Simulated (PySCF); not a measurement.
Sn(AsH2)(H)3 (AsH₅Sn), SMILES [AsH2][SnH3].

Geometry: PBE-D3(BJ)/def2-TZVP. The def2 effective core potentials stand for the cores of Sn; spin–orbit coupling is left out.

These are TDDFT-LC-ωPBE/def2-SVPD (PySCF) values and carry that method's errors.

Vertical excitations. Isolated molecule, no solvent. State labels are in the subgroup Cs.

Give excitation energies, oscillator strengths and character. (An estimate is asked for; the answer gives what the named calculation found.)


| state | symmetry | energy (eV) | λ (nm) | f | main pairs |
|---|---|---|---|---|---|
| S1 | A" | 6.46 | 192 | 0.007 | HOMO→LUMO+2 82 %, HOMO→LUMO+4 13 % |
| S2 | A' | 6.49 | 191 | 0.528 | HOMO→LUMO 66 %, HOMO→LUMO+1 14 % |
| S3 | A' | 6.71 | 185 | 0.019 | HOMO→LUMO+1 72 %, HOMO→LUMO 12 % |
| S4 | A' | 7.36 | 168 | 0.346 | HOMO−1→LUMO 63 %, HOMO→LUMO+3 10 % |
| S5 | A" | 7.57 | 164 | 0.011 | HOMO→LUMO+4 72 %, HOMO→LUMO+2 11 % |
| S6 | A' | 7.65 | 162 | 0.074 | HOMO→LUMO+3 74 % |
| S7 | A' | 7.93 | 156 | 0.064 | HOMO−1→LUMO+1 76 % |
| S8 | A" | 7.94 | 156 | 0.076 | HOMO−2→LUMO 55 %, HOMO−1→LUMO+2 17 %, HOMO−2→LUMO+1 11 % |
| S9 | A" | 8.27 | 150 | 0.000 | HOMO−1→LUMO+2 51 %, HOMO−2→LUMO 23 % |
| S10 | A' | 8.33 | 149 | 0.070 | HOMO−3→LUMO 71 %, HOMO−3→LUMO+1 13 % |
| T1 | A' | 4.87 | 255 | 0 | HOMO→LUMO 73 % |
| T2 | A" | 5.66 | 219 | 0 | HOMO→LUMO+2 72 % |
| T3 | A' | 6.20 | 200 | 0 | HOMO→LUMO+1 51 %, HOMO−1→LUMO 17 % |
| T4 | A' | 6.48 | 191 | 0 | HOMO−1→LUMO 55 %, HOMO→LUMO+1 23 % |
Triplets are in the Tamm–Dancoff approximation, which puts them higher than full response would, so one can lie above its singlet here.
